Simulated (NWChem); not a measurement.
hydrogen telluride (H$_{2}$Te); SMILES [TeH2]

Computed with NWChem. All runs use the structure optimised with PBE0/def2-SVP. def2 effective core potentials on Te; no spin-orbit coupling. Vertical excitations in the gas phase; the lowest state need not have the same character in each row.

```json
[
 {"level": "PBE/def2-SVP, full TDDFT", "lowest excitation, singlet (eV)": "4.16", "oscillator strength of that lowest state": "0.000", "lowest state with f > 0.02, singlet (eV)": "7.74", "oscillator strength of that bright state": "?", "lowest triplet (eV)": "3.61", "orbital gap (eV)": "3.94"},
 {"level": "B3LYP/def2-SVP, full TDDFT", "lowest excitation, singlet (eV)": "4.18", "oscillator strength of that lowest state": "0.000", "lowest state with f > 0.02, singlet (eV)": "7.89", "oscillator strength of that bright state": "0.115", "lowest triplet (eV)": "3.63", "orbital gap (eV)": "5.39"},
 {"level": "PBE0/def2-SVP, full TDDFT", "lowest excitation, singlet (eV)": "4.27", "oscillator strength of that lowest state": "0.000", "lowest state with f > 0.02, singlet (eV)": "7.98", "oscillator strength of that bright state": "0.129", "lowest triplet (eV)": "3.68", "orbital gap (eV)": "5.87"},
 {"level": "LDA (Slater exchange, VWN5)/def2-SVP, full TDDFT", "lowest excitation, singlet (eV)": "4.21", "oscillator strength of that lowest state": "0.000", "lowest state with f > 0.02, singlet (eV)": "7.75", "oscillator strength of that bright state": "0.088", "lowest triplet (eV)": "3.74", "orbital gap (eV)": "3.95"}
]
```

Problem. What belongs in the gaps?

Solution. 
- PBE/def2-SVP, full TDDFT, oscillator strength of that bright state: 0.096
